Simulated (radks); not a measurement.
Problem. Se7+, 27 electrons, occupied as [Ne] 3s2 3p5.5 3d9 4f0.5 (fractional occupations, a model configuration). Calculated with a radial shooting solver on a logarithmic mesh with Libxc functionals: Dirac Kohn-Sham, revPBE, spin-unpolarised, spherical densities, finite nucleus; open shells fill j = l - 1/2 first; Fermi nuclear charge, rms radius 4.14 fm. Some entries of the table are withheld. Estimate them.

orbital  occ.  eigenvalue (Ry)  <r^2> (bohr^2)  r(max) (bohr)
1s1/2       2        -929.2482        0.002615        0.02879
2s1/2       2        -128.2299         0.04514         0.1645
2p1/2       2              (1)         0.03480         0.1295
2p3/2       4              (2)         0.03625         0.1327
3s1/2       2        -25.23986          0.3650         0.4988
3p1/2       2        -21.05881             (3)         0.4899
3p3/2     3.5        -20.60519             (4)         0.4981
3d3/2       4              (5)          0.4105         0.4401
3d5/2       5              (6)          0.4149         0.4426
4s1/2       0         -8.29616           2.188          1.293
4p1/2       0         -7.11320           2.537          1.381
4p3/2       0         -7.03437           2.593          1.399
4f5/2     0.5         -3.62647             (7)          1.917
4f7/2       0         -3.62596             (8)          1.917

Solution. 
(1) 2p1/2 eigenvalue (Ry): -116.0975
(2) 2p3/2 eigenvalue (Ry): -113.0233
(3) 3p1/2 <r^2> (bohr^2): 0.3762
(4) 3p3/2 <r^2> (bohr^2): 0.3886
(5) 3d3/2 eigenvalue (Ry): -13.38219
(6) 3d5/2 eigenvalue (Ry): -13.30824
(7) 4f5/2 <r^2> (bohr^2): 5.307
(8) 4f7/2 <r^2> (bohr^2): 5.310
